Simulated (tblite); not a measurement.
**Question.** Give a GFN2-xTB geometry of `C1=CC=C2C=C3C=NC=CC3=CC2=C1`.

**Answer.** 
```xyz
23
C13H9N angstrom
C     -3.495    0.221    0.053
C     -3.317   -1.079   -0.467
C     -2.067   -1.580   -0.655
C     -0.917   -0.812   -0.336
C      0.373   -1.303   -0.519
C      1.485   -0.531   -0.198
C      2.822   -0.986   -0.367
N      3.874   -0.286   -0.075
C      3.701    0.957    0.423
C      2.480    1.523    0.637
C      1.308    0.786    0.329
C      0.018    1.276    0.512
C     -1.097    0.507    0.192
C     -2.419    0.990    0.372
H     -4.497    0.598    0.194
H     -4.187   -1.670   -0.714
H     -1.923   -2.575   -1.053
H      0.516   -2.298   -0.918
H      2.998   -1.979   -0.764
H      4.619    1.485    0.645
H      2.390    2.522    1.037
H     -0.119    2.272    0.910
H     -2.550    1.987    0.770
```

Any rigid rotation of these coordinates is as good. Atoms count from 1 in this order. Of the pairs four or more bonds apart, H22···H23 is among the closest relative to their van der Waals radii: 2.45 Å, 102 % of the sum of Bondi's values. The 6-membered ring C4–C5–C6–C11–C12–C13 has internal angles of 119.2° to 121.2°; it is planar, 0.00 Å rms from its mean plane, widest ring torsion 0°. The 2 C–N bonds span 1.297 Å (C7–N8, aromatic) to 1.350 Å (N8–C9, aromatic), a spread of 0.053 Å. The 14 heavy atoms lie in one plane (0.000 Å rms).

Bonds between heavy atoms (Å): C1–C2 1.412, C2–C3 1.361, C3–C4 1.419, C4–C5 1.392, C5–C6 1.391, C6–C7 1.422, C7–N8 1.297, N8–C9 1.350, C9–C10 1.363, C10–C11 1.419, C11–C12 1.392, C12–C13 1.393, C13–C14 1.419, C1–C14 1.361, C4–C13 1.432, C6–C11 1.430.

Structure optimised with GFN2-xTB, isolated species.

Point group: Cs (every atom within 0.08 Å of its image). Its GFN2-xTB frequencies are all real (lowest 81 cm⁻¹).

The run took 0.27 s on one thread of an Arm Neoverse V2, shared host with 96 logical CPUs at a one-minute load of 54. That covers the optimisation of the geometry.

The numbers are calculated, not measured.
